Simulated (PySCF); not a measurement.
Simulated P 2p region for `P[BH2-][AsH3+]`, binding energy against the vacuum level.

Every computed line was given a Gaussian of 0.6 eV full width at half maximum and an area set by the number of equivalent atoms (split 2:1 within a doublet); the highest printed point is 100. Computed, not measured: delta-SCF UKS SCAN, pcX-2 on the ionised atom, pcseg-1 elsewhere, spin-free X2C in PySCF 2.14.0.

binding energy (eV), intensity and a bar:
```
    134.5          0 
    134.6          1 
    134.7          3 #
    134.8          7 ##
    134.9         16 #####
    135.0         31 #########
    135.1         53 ################
    135.2         76 #######################
    135.3         94 ############################
    135.4        100 ##############################
    135.5         91 ###########################
    135.6         72 ######################
    135.7         51 ###############
    135.8         35 ###########
    135.9         30 #########
    136.0         33 ##########
    136.1         41 ############
    136.2         48 ##############
    136.3         50 ###############
    136.4         45 #############
    136.5         35 ##########
    136.6         23 #######
    136.7         13 ####
    136.8          6 ##
    136.9          3 #
    137.0          1 
    137.1          0
```

**Question.** How many maxima does the curve show, and how many computed lines lie under it?

**Answer.** The curve has 2 maxima (at 135.4 and 136.3 eV). Under it lie 2 lines from 1 inequivalent phosphorus site, drawn as a 2p3/2, 2p1/2 pair.

**Question.** Decompose the envelope and assign each component. Numbering: `[PH2:1][BH2-:2][AsH3+:3]`.

**Answer.** 
```csv
position (eV),relative area,line,atoms,environment
135.39,0.67,P 2p3/2,P1,three-coordinate phosphorus
136.28,0.33,P 2p1/2,P1,three-coordinate phosphorus
```

**Question.** What are the centre and the root-mean-square width of the whole band?

**Answer.** The area-weighted mean of the lines is 135.69 eV. Their own spread about it is 0.42 eV (rms) and each Gaussian has σ = 0.6/2.355 = 0.25 eV; the variances add, which gives 0.49 eV.

No satellites, vibrations or lifetime broadening are included. 2p3/2 and 2p1/2 are the ΔSCF energy of one spin-free 2p hole plus the eigenvalues of a spin–orbit and ligand-field matrix of the shell. 2p1/2 minus 2p3/2 (ligand field included): P 0.89 eV. Geometry: PBE0-D3(BJ)/def2-SVP, one conformer, isolated molecule.

Conformer computed: `[PH2:1][BH2-:2][AsH3+:3]`: H–P1–B2–As3 168°, H–P1–B2–As3 -97°.
